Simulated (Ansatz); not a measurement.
CH4CdS2, SMILES [SH][Cd][S]C.

Coordinates come from a PBE-D3(BJ)/def2-SVP optimisation. The structure was generated by enumeration; whether it is a known compound was not checked. The def2 effective core potentials stand for the cores of Cd; spin–orbit coupling is left out. One conformer was computed; it need not be the lowest.

Two levels are set side by side: PBE/def2-SVPD (Ansatz, a quantum-chemistry and plane-wave program) and PBE0/def2-SVPD (Ansatz). Energy differences of separate SCF runs at the same geometry; the states with an electron removed or added have multiplicity 2 and 2. Differences are taken from unrounded values.

| quantity | PBE0 | PBE | PBE minus PBE0 |
|---|---|---|---|
| vertical ionisation energy (eV) | 8.77 | 8.45 | -0.32 |
| vertical singlet–triplet gap (eV) | 3.92 | 3.51 | -0.41 |
